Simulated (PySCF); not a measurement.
C2H8O3Sn, SMILES C[CH2][Sn]([OH])([OH])[OH] (connectivity only; charge and spin as stated), charge +1, multiplicity 2.

The structure is a stationary point at PBE0-D3(BJ)/def2-SVP. The def2 effective core potentials stand for the cores of Sn; spin–orbit coupling is left out. The values are those of a single conformer.

Calculation: PBE0-D3(BJ)/def2-SVP run with PySCF 2.14.0.

Frequencies are harmonic and unscaled.

```
mode  ν (cm⁻¹)  IR (km/mol)  moving atoms (share of kinetic energy)
----  --------  -----------  --------------------------------------
1           21          0.0                  H 40 %, C 38 %, O 21 %
2           88          1.4                  O 58 %, C 22 %, H 16 %
3           92          0.7                  O 57 %, C 21 %, H 17 %
4          131         14.2           O 68 %, H 14 %, Sn 9 %, C 9 %
5          132         13.9                 O 72 %, H 15 %, Sn 11 %
6          152         52.7                         O 72 %, Sn 19 %
7          161          1.2          C 52 %, H 20 %, Sn 19 %, O 9 %
8          199          1.1                          H 84 %, C 11 %
9          259         19.6                                  H 94 %
10         264         40.0                           H 85 %, C 8 %
11         270        170.9                                  H 88 %
12         311         53.4                          C 56 %, H 39 %
13         543          0.8                                  H 92 %
14         624         17.3                                  O 97 %
15         676         59.6                         O 83 %, Sn 15 %
16         676         59.4                         O 83 %, Sn 16 %
17         790         43.2                          H 89 %, C 10 %
18         819          9.3                                  H 96 %
19         840          6.5                                  H 95 %
20         863        109.6                                  H 91 %
21         866        105.0                                  H 91 %
22        1078         58.5                          H 63 %, C 37 %
23        1104          9.9                          C 63 %, H 37 %
24        1197          1.7                          H 68 %, C 32 %
25        1312         77.0                          H 88 %, C 12 %
26        1375         24.9                                  H 98 %
27        1434         20.4                           H 91 %, C 9 %
28        1476          1.2                          H 77 %, C 23 %
29        2941        148.3                                  H 95 %
30        3094         25.6                                  H 95 %
31        3118          5.4                                  H 94 %
32        3189          0.1                          H 90 %, C 10 %
33        3209          8.8                          H 90 %, C 10 %
34        3821        325.5                                  H 94 %
35        3822        317.4                                  H 94 %
36        3827        116.6                                  H 94 %
```
